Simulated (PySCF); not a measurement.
# Simulated absorption spectrum

Species: C₇H₁₀Ge.
InChI=1S/C7H10Ge/c1-6(2)7-4-3-5-8-7/h3-5H,1,8H2,2H3

Computed with TDDFT CAM-B3LYP/def2-SVPD, vertical, gas phase, core orbitals frozen in the response in PySCF. Isolated species at its PBE0-D3(BJ)/def2-SVP geometry (one conformer only). Relativistic effects, spin–orbit coupling among them, are left out although an element past zinc is present. Torsions of this conformer, `[CH2:1]=[C:2]([CH3:3])[C:4]1=[CH:5][CH:6]=[CH:7][GeH2:8]1`: C1–C2–C4–C5 180°.

Broadening: Gaussians 0.25 eV wide at half height, area fixed by f = 4.319×10⁻⁹ ∫ε dν̃. The width is an assumption, not a result. The curve ends short of the highest state used, and states not computed would add to its high-energy end.

| E (eV) | ε (L mol⁻¹ cm⁻¹) |
| --- | --- |
| 3.62 | 41 |
| 3.71 | 580 |
| 3.79 | 3373 |
| 3.87 | 11121 |
| 3.95 | 20783 |
| 4.03 | 22013 |
| 4.11 | 13214 |
| 4.20 | 3775 |
| 4.28 | 678 |
| 4.36 | 69 |
| 4.44 | 4 |
| 4.52 | 0 |
| 4.61 | 0 |
| 4.69 | 0 |
| 4.77 | 0 |
| 4.85 | 0 |
| 4.93 | 0 |
| 5.02 | 1 |
| 5.10 | 4 |
| 5.18 | 10 |
| 5.26 | 18 |
| 5.34 | 17 |
| 5.43 | 8 |
| 5.51 | 2 |

**Question.** Where are the band maxima, and which computed states make them?

**Answer.** 310 nm (4.00 eV), ε about 23000, made up of S1 (100%); 234 nm (5.29 eV), ε about 18, made up of S2 (100%) (ε in L mol⁻¹ cm⁻¹; maxima over ε = 5, shares over 10%). The states used: S1 4.00 eV (f 0.213); S2 5.29 eV (f 0.0002); S3 5.92 eV (f 0.0013); S4 5.96 eV (f 0.0042); S5 6.01 eV (f 0.033); S6 6.11 eV (f 0.0003).

**Question.** Coming from long wavelengths, where does ε first pass 100 L mol⁻¹ cm⁻¹?

**Answer.** At about 340 nm (3.65 eV), 0.35 eV below S1.

**Question.** What would ε be at 4.00 eV, the highest of these maxima, with half the width (0.125 eV)?

**Answer.** About 46000 L mol⁻¹ cm⁻¹ against 23000, a factor of about 2.00; a lone state at its own centre would give exactly 2.

**Question.** On this curve, what absorbance would a 10⁻³ mol/L sample give at 308 nm over a 1 cm path?

**Answer.** 308 nm is 4.025 eV, where ε is about 22000 L mol⁻¹ cm⁻¹, so A = ε c l ≈ 22 (Beer–Lambert, with the gas-phase spectrum and the assumed width).
